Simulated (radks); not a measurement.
Results of a calculation; reference values are marked as such.
Ti, configuration [Ar] 3d2 5s2 (not the ground configuration). Code: a radial shooting solver on a logarithmic mesh with Libxc functionals. Model: scalar-relativistic Kohn-Sham, exchange-only PBE, spin-polarised, spherical densities, finite nucleus; open shells are filled with parallel spins first; Fermi nuclear charge, rms radius 3.5921 fm. Some entries of the table are withheld. Estimate them.

orbital  occ.  eigenvalue (eV)  <1/r> (bohr^-1)  r(max) (bohr)
1s down     1        -4876.348            21.80        0.04555
1s up       1        -4876.331            21.80        0.04555
2s up       1        -543.4673            4.544         0.2689
2s down     1        -542.8623            4.548         0.2688
2p up       3        -450.8502              (1)         0.2195
2p down     3        -450.3851              (2)         0.2194
3s up       1              (3)            1.396         0.8695
3s down     1              (4)            1.396         0.8691
3p up       3         -46.1957            1.264         0.9018
3p down     3         -44.1035            1.263         0.9013
3d up       2         -11.3238           0.9111         0.9749
5s up       1          -1.7780           0.1687          6.800
5s down     1          -1.6565           0.1639          7.078

Answer. 
(1) 2p up <1/r> (bohr^-1): 4.449
(2) 2p down <1/r> (bohr^-1): 4.452
(3) 3s up eigenvalue (eV): -69.9226
(4) 3s down eigenvalue (eV): -67.8174
